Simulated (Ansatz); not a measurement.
System: NO$_{3}$, charge -1, multiplicity 1. It need not be the lowest isomer of its formula. Whether it binds its extra electron was not tested at this geometry. 
Coordinates optimised at B3LYP-D3(BJ)/def2-TZVP (Ansatz, an electronic-structure program):
```
N
O 1 1.2564
O 1 1.2564 2 120.00
O 1 1.2564 2 120.00 3 180.00
```
Charge -1, spin multiplicity 1.

Basis-set convergence of Hartree-Fock and CCSD correlation energies (hartree) with Ansatz. Cores are frozen in the correlated levels unless marked. No spin-orbit coupling. Non-relativistic. This anion needs diffuse functions, which these sets lack.

```tsv
basis	functions	E(HF)	E(corr, CCSD)
cc-pVDZ	-	-278.92958	-0.72198
cc-pVTZ	120	-279.02425	-0.90707
cc-pVQZ	220	?	?
```

Task: Fill in the missing entries.

Result: 
- cc-pVQZ, E(HF): -279.05019
- cc-pVQZ, E(corr, CCSD): -0.97341
